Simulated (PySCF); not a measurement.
CF3O2S, SMILES O=[S](=O)C(F)(F)F (connectivity only; charge and spin as stated), charge -1, multiplicity 1. Atoms are numbered in the order given.

```xyz
7

O      1.4693     0.2765    -1.2674
S      1.0528    -0.4395     0.0000
O      1.4693     0.2765     1.2674
C     -0.8201     0.0015     0.0000
F     -1.0497     1.3160     0.0000
F     -1.4436    -0.5135     1.0790
F     -1.4436    -0.5135    -1.0790
```
Charge -1, spin multiplicity 1.

Coordinates come from a PBE0-D3(BJ)/def2-SVPD optimisation. The spin state was assumed, not searched. The isomer is the one that the SMILES or the coordinates give; other isomers of the formula were not compared.

Level of theory: PBE0-D3(BJ)/def2-SVPD (PySCF).

Frequencies are harmonic and unscaled.

```tsv
mode	ν (cm⁻¹)	IR (km/mol)	moving atoms (share of kinetic energy)
1	53	1.0	O 56 %, F 41 %
2	173	0.7	O 52 %, F 45 %
3	195	3.3	F 61 %, O 35 %
4	260	4.5	F 56 %, O 22 %, S 18 %
5	339	0.7	F 53 %, O 31 %, S 13 %
6	448	46.8	O 44 %, S 40 %, F 15 %
7	496	15.3	F 52 %, O 29 %, S 17 %
8	541	0.2	F 90 %
9	589	37.1	F 45 %, S 29 %, O 21 %
10	735	0.7	F 85 %, C 12 %
11	1031	138.9	O 71 %, S 27 %
12	1103	6.2	C 35 %, O 31 %, S 23 %, F 11 %
13	1143	216.9	C 74 %, F 25 %
14	1158	550.6	C 41 %, O 28 %, S 18 %, F 13 %
15	1196	191.6	C 74 %, F 23 %
```
